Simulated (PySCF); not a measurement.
# Co⁹⁺: ionisation energy

Co⁹⁺ [Ar] (1S) → Co¹⁰⁺ [Ne] 3s2 3p5 (2P), as a difference of total energies. Computed with PySCF 2.14 in an even-tempered Gaussian basis (19 s from 0.49 bohr⁻², ratio 2.5; 12 p from 0.64 bohr⁻², ratio 2.5; 5 d from 5 bohr⁻², ratio 2.7; 4 f from 7.4 bohr⁻², ratio 2.7), with the spin-free X2C one-electron Hamiltonian (Gaussian nucleus). Correlated levels: outer shells: 1s2 frozen; virtual orbitals above 40 to 60 times the deepest correlated orbital energy dropped. The calculations carry no spin-orbit coupling.

| method | ionisation energy (eV) |
| --- | --- |
| UHF | 274.51 |
| LDA | 275.98 |
| PBE | 275.72 |
| PBE0 | 275.86 |
| r2SCAN | 276.12 |
| PBEsol | 275.65 |
| MN15 | 276.64 |
| MP2 (outer shells) | 275.40 |
| SCS-MP2 (outer shells) | 275.28 |

Question: How much does correlation contribute at MP2 (outer shells)?

Answer: 275.40 − (274.51) = 0.89 eV, measured against UHF.

A first-order spin-orbit estimate (lowest level to lowest level, LS coupling) adds -0.772 eV.

For comparison: 275.4 ± 0.4 eV (semi-empirical (NIST evaluation); NIST Atomic Spectra Database, ionization energies).
